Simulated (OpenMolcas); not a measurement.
neutral hafnium: CASPT2 settings compared

```yaml
Program: OpenMolcas 26.06
Basis: ANO-RCC-VDZP [7s6p4d2f1g]
Scalar_Hamiltonian: DKH3, point nucleus
Active_space: 4 electrons in 6 orbitals (5d 6s)
State_averaging: 2S+1 = 5 even, 10 roots; 2S+1 = 3 even, 19 roots kept (CI in the orbitals of an earlier block); 2S+1 = 1 even, 14 roots kept (CI in the orbitals of an earlier block)
Spin-orbit_coupling: state interaction with AMFI integrals over the reference wave functions, term energies averaged over their components
```

Methods on the same reference wave functions:
A. CASSCF
B. SS-CASPT2, IPEA 0.1 Eh, no level shift (closed shells correlated: 5s 5p)
C. SS-CASPT2, IPEA 0.6 Eh, imaginary shift 0.4 Eh (closed shells correlated: 5s 5p)
D. SS-CASPT2, IPEA 0.35 Eh, sigma2 regulariser 0.2 Eh (closed shells correlated: 4f 5s 5p)

Energies in eV above 5d² 6s² ³F₂, the measured ground level; measured values from NIST Handbook of Basic Atomic Spectroscopic Data.

```
      Level       A       B       C       D  Measured
5d² 6s² ³F₂  0.0000  0.0000  0.0000  0.0000    0.0000
5d² 6s² ³F₃  0.2570   0.281   0.262   0.266    0.2922
5d² 6s² ³F₄  0.5137   0.538   0.519   0.522    0.5663
5d² 6s² ³P₀  0.5315   0.559   0.614   0.584    0.6846
5d² 6s² ³P₁  0.5964   0.626   0.680   0.650    0.8149
 5d³ 6s ⁵F₁  1.0613   1.789   1.702   1.736          
 5d³ 6s ⁵F₂  1.1337   1.861   1.774   1.808          
 5d³ 6s ⁵F₃  1.2391   1.966   1.879   1.913          
 5d³ 6s ⁵F₄  1.3716   2.098   2.013   2.046          
5d² 6s² ¹G₄  1.3931   1.453   1.393   1.398    1.3059
 5d³ 6s ⁵F₅  1.5293   2.249   2.167   2.199
```

Deviations, from unrounded energies. A percentage is the sum of absolute deviations over the sum of measured energies, with the sign that they share, or ± where signs differ.

```
                        Against measurement  Levels      A      B      C      D
             mean absolute deviation (cm-1)       5    880    810    600    690
      fine structure of the ground term (%)       2  -10.2   -4.6   -9.1   -8.2
other terms of the ground configuration (%)       3  ±16.4  ±16.4  ±10.4  ±12.8
```

C lies closest to measurement on these levels and A furthest from it. The largest miss of C in the table is 5d² 6s² ³P₁, by -1100 cm-1. The ranking rests on the paired levels alone, and a cruder setting can come out closer through cancelling errors.

Among B to D the level of the table that moves most is 5d³ 6s ⁵F₁, by 700 cm-1 (lowest in C, highest in B). Moves below CASPT2's spread within the term are not significant.

The mean deviations of B to D differ by less than CASPT2's widest spread within a term (530 cm-1), so their order carries little weight.

From A to B the spin-free energies of the other terms of 5d² 6s² shown, above ³F, scale by factors of 1.01 to 1.04.

The lowest spin-free term lies below A's lowest term by 0.210 hartree in B, 0.198 hartree in C, 0.981 hartree in D.

CASPT2 does not keep the components of a term degenerate, so their means are used; among the terms shown or strongly mixed into the levels shown the widest spread is 530 cm-1 (5d² 6s² ¹G, B). Over all roots computed the reference weight is 0.82 to 0.96 in B; the roots of lowest weight are the least certain, and an intruder state may touch them. Terms from blocks run as CI alone lack orbitals of their own. A single d shell beside an s shell can misplace configurations of different d count against each other. Without dynamic correlation excited terms often stand tens of per cent too high (terms of higher spin than the ground term too low), and those without a measured partner can miss by more than the paired ones (holds for A). Some terms miss by over 15 % even with CASPT2, which points to a basis or an active space too small for the shells correlated (holds for B; C; D). Measured partners are found by configuration, term and J. A level has none where our copy of the source lacks it or the pairing is in doubt (some pairs that miss far off the trend of their configuration count as doubtful), and it then counts in no deviation. Levels of configurations outside the active space are missing. The table leaves out levels that lie high or whose names do not pair safely across all columns.
